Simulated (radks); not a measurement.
Results of a calculation; reference values are marked as such.
Isoelectronic series with 5 electrons, all held in the configuration [He] 2s2 2p1, which need not be the ground one along the series. Code: a radial shooting solver on a logarithmic mesh with Libxc functionals. Model: scalar-relativistic Kohn-Sham, r2SCAN, spin-unpolarised, spherical densities, finite nucleus; meta-GGA in the generalised Kohn-Sham scheme; Fermi nuclear charge, rms radius of each element as measured or else 0.836 A^(1/3) + 0.57 fm. Total energies (hartree) and orbital eigenvalues (hartree):

| ion | E (hartree) | 2p | 2s | 1s |
|---|---|---|---|---|
| B | -24.61555 | -0.12654 | -0.36264 | -6.75818 |
| C+ | -37.37624 | -0.61572 | -0.96971 | -10.74901 |
| N2+ | -52.90156 | -1.36592 | -1.83681 | -15.75673 |
| O3+ | -71.18993 | -2.37103 | -2.95843 | -21.77414 |
| F4+ | -92.24273 | -3.62900 | -4.33303 | -28.79933 |
| Ne5+ | -116.06268 | -5.13896 | -5.96009 | -36.83210 |
| Mg7+ | -172.01880 | -8.91353 | -9.97169 | -55.92317 |
| Al8+ | -204.16389 | -11.17798 | -12.35675 | -66.98394 |
| Si9+ | -239.09384 | -13.69395 | -14.99520 | -79.05699 |
